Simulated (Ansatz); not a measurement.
ClFH6Si3, SMILES `F[Si]([SiH3])([SiH3])Cl`. The species carries charge 0 and has multiplicity 1.

Cartesian coordinates in Å:
```
F 0.1433 -1.2803 -1.8449
Si -0.2815 -0.1581 -0.7798
Si -1.2112 -1.2086 1.0988
Si 1.5491 1.2561 -0.3974
Cl -1.7660 0.9743 -1.6529
H -2.3878 -2.0201 0.6934
H -1.6318 -0.1537 2.0578
H -0.1956 -2.0808 1.7461
H 2.6738 0.4811 0.1907
H 1.1272 2.3097 0.5625
H 1.9807 1.8806 -1.6744
```

(1) List the harmonic frequencies (cm⁻¹, unscaled) at PBE0-D4/def2-TZVP in Ansatz. (Best estimate.)

(2) Is this a minimum?

(3) Give the ideal-gas thermochemistry at 298.15 K and 1 bar (rigid rotor, harmonic oscillator; point group Cs, symmetry number 1).

(4) And at 400, 500, 600, 800 and 1000 K?

## Answers

(1) Ansatz gave: 84, 85, 94, 107, 127, 195, 228, 352, 420, 487, 501, 529, 556, 582, 850, 856, 892, 927, 932, 933, 936, 2218, 2222, 2233, 2235, 2239, 2240.

(2) Yes, all 27 modes are real.

(3) Zero-point energy 143.9 kJ/mol; H(298) − E = 171.7 kJ/mol; entropy 408.1 J/(mol·K), of which translation 170.9, rotation 122.1, vibration 115.1; G(298) − E = 50.0 kJ/mol. Modes under 100 cm⁻¹ are hindered rotations or soft bends, so the harmonic entropy is rough.

(4) 
```tsv
T (K)	H − E (kJ/mol)	S (J/mol/K)	G − E (kJ/mol)
400	187.2	452.7	6.1
500	204.2	490.6	-41.1
600	222.6	524.0	-91.8
800	262.4	581.2	-202.5
1000	305.3	629.0	-323.7
```
